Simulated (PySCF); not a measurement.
HCu, charge -1, doublet, geometry from GFN2-xTB (such geometries of metal compounds can be far from the true shape) (the multiplicity is a formal guess); HF/aug-cc-pVDZ in PySCF.

The PySCF input:
```python
from pyscf import gto, scf

mol = gto.Mole()
mol.atom = '''
    Cu   -0.00000000   -0.00000000   -0.05214104
    H     0.00000000    0.00000000    1.51209005
'''
mol.basis = 'aug-cc-pvdz'
mol.charge = -1
mol.spin = 1
mol.verbose = 4
mol.build()

mf = scf.UHF(mol)
mf.kernel()
mf.analyze()
```

Output, abridged:

```
PySCF version 2.14.0

[INPUT] verbose = 4
[INPUT] num. atoms = 2
[INPUT] num. electrons = 31
[INPUT] charge = -1
[INPUT] spin (= nelec alpha-beta = 2S) = 1
[INPUT] symmetry False subgroup None
[INPUT] Mole.unit = angstrom
[INPUT] Symbol           X                Y                Z      unit          X                Y                Z       unit  Magmom
[...]
nuclear repulsion = 9.81065982819712
number of shells = 16
number of NR pGTOs = 149
number of NR cGTOs = 68
basis = aug-cc-pvdz
ecp = {}

******** <class 'pyscf.scf.uhf.UHF'> ********
method = UHF
initial guess = minao
damping factor = 0
level_shift factor = 0
DIIS = <class 'pyscf.scf.diis.CDIIS'>
diis_start_cycle = 1
diis_space = 8
diis_damp = 0
SCF conv_tol = 1e-09
SCF conv_tol_grad = None
SCF max_cycles = 50
direct_scf = True
direct_scf_tol = 1e-13
number electrons alpha = 16  beta = 15
Set gradient conv threshold to 3.16228e-05
init E= -1638.99958371443

cycle= 1 E= -1639.45894803637  delta_E= -0.459  |g|= 0.542  |ddm|= 1.38
cycle= 2 E= -1639.44069114463  delta_E= 0.0183  |g|= 0.697  |ddm|= 0.835
cycle= 3 E= -1639.51482403441  delta_E= -0.0741  |g|= 0.0288  |ddm|= 0.427
cycle= 4 E= -1639.51641770482  delta_E= -0.00159  |g|= 0.013  |ddm|= 0.225
cycle= 5 E= -1639.51698754292  delta_E= -0.00057  |g|= 0.00551  |ddm|= 0.189
cycle= 6 E= -1639.51715753487  delta_E= -0.00017  |g|= 0.00276  |ddm|= 0.135
cycle= 7 E= -1639.51721524849  delta_E= -5.77e-05  |g|= 0.00138  |ddm|= 0.0893
cycle= 8 E= -1639.51722986207  delta_E= -1.46e-05  |g|= 0.000644  |ddm|= 0.0465
cycle= 9 E= -1639.51723189581  delta_E= -2.03e-06  |g|= 0.000235  |ddm|= 0.0141
cycle= 10 E= -1639.51723216787  delta_E= -2.72e-07  |g|= 8.83e-05  |ddm|= 0.00444
cycle= 11 E= -1639.51723219849  delta_E= -3.06e-08  |g|= 5e-05  |ddm|= 0.000661
cycle= 12 E= -1639.51723220948  delta_E= -1.1e-08  |g|= 2e-05  |ddm|= 0.000589
cycle= 13 E= -1639.51723221134  delta_E= -1.86e-09  |g|= 5.73e-06  |ddm|= 0.000214
cycle= 14 E= -1639.5172322115  delta_E= -1.64e-10  |g|= 1.8e-06  |ddm|= 7.15e-05
Extra cycle  E= -1639.51723221151  delta_E= -7.5e-12  |g|= 1.1e-06  |ddm|= 2.06e-05
converged SCF energy = -1639.51723221151  <S^2> = 0.75357541  2S+1 = 2.0035722
**** SCF Summaries ****
Total Energy =                       -1639.517232211509054
Nuclear Repulsion Energy =               9.810659828197124
One-electron Energy =                -2315.191444466166104
Two-electron Energy =                  665.863552426459819
[...]
spin_pop of  0 Cu 5px      -0.00001
spin_pop of  0 Cu 5py      -0.00001
spin_pop of  0 Cu 5pz       0.06252
spin_pop of  0 Cu 6px      -0.00000
spin_pop of  0 Cu 6py      -0.00000
spin_pop of  0 Cu 6pz       0.04287
spin_pop of  0 Cu 7px       0.00000
spin_pop of  0 Cu 7py       0.00000
spin_pop of  0 Cu 7pz       0.13080
spin_pop of  0 Cu 3dxy     -0.00003
spin_pop of  0 Cu 3dyz     -0.00033
spin_pop of  0 Cu 3dz^2     0.01366
spin_pop of  0 Cu 3dxz     -0.00033
spin_pop of  0 Cu 3dx2-y2   -0.00003
spin_pop of  0 Cu 4dxy      0.00003
spin_pop of  0 Cu 4dyz      0.00017
spin_pop of  0 Cu 4dz^2     0.00982
spin_pop of  0 Cu 4dxz      0.00017
spin_pop of  0 Cu 4dx2-y2    0.00003
spin_pop of  0 Cu 5dxy      0.00000
spin_pop of  0 Cu 5dyz      0.00003
spin_pop of  0 Cu 5dz^2     0.00900
spin_pop of  0 Cu 5dxz      0.00003
spin_pop of  0 Cu 5dx2-y2    0.00000
spin_pop of  0 Cu 6dxy     -0.00001
spin_pop of  0 Cu 6dyz      0.00000
spin_pop of  0 Cu 6dz^2     0.00383
spin_pop of  0 Cu 6dxz      0.00000
spin_pop of  0 Cu 6dx2-y2   -0.00001
spin_pop of  0 Cu 4f-3     -0.00000
spin_pop of  0 Cu 4f-2      0.00000
spin_pop of  0 Cu 4f-1      0.00001
spin_pop of  0 Cu 4f+0      0.00011
spin_pop of  0 Cu 4f+1      0.00001
spin_pop of  0 Cu 4f+2      0.00000
spin_pop of  0 Cu 4f+3     -0.00000
spin_pop of  0 Cu 5f-3     -0.00000
spin_pop of  0 Cu 5f-2      0.00001
spin_pop of  0 Cu 5f-1      0.00000
spin_pop of  0 Cu 5f+0      0.00200
spin_pop of  0 Cu 5f+1      0.00000
spin_pop of  0 Cu 5f+2      0.00001
spin_pop of  0 Cu 5f+3     -0.00000
spin_pop of  1 H 1s        0.11614
spin_pop of  1 H 2s        0.01603
spin_pop of  1 H 3s        0.02468
spin_pop of  1 H 2px      -0.00003
spin_pop of  1 H 2py      -0.00003
spin_pop of  1 H 2pz       0.01148
spin_pop of  1 H 3px       0.00001
spin_pop of  1 H 3py       0.00001
spin_pop of  1 H 3pz       0.00377
 ** Mulliken Spin Density (per atom)  **
spin density of  0 Cu =      0.82794
spin density of  1 H =      0.17206
 ** Mulliken pop alpha/beta on meta-lowdin orthogonal AOs **
 ** Mulliken pop       alpha | beta **
In total            16.00000 | 15.00000
 ** Mulliken atomic charges   ( Nelec_alpha | Nelec_beta ) **
charge of  0Cu =     -0.43805  (    15.13300     14.30505 )
charge of  1H =     -0.56195  (     0.86700      0.69495 )

WARN: System has nonzero charge -1; the dipole moment is origin-dependent.
Location of origin: [0. 0. 0.]

Dipole moment(X, Y, Z, Debye):  0.00000,  0.00000,  3.63535
```
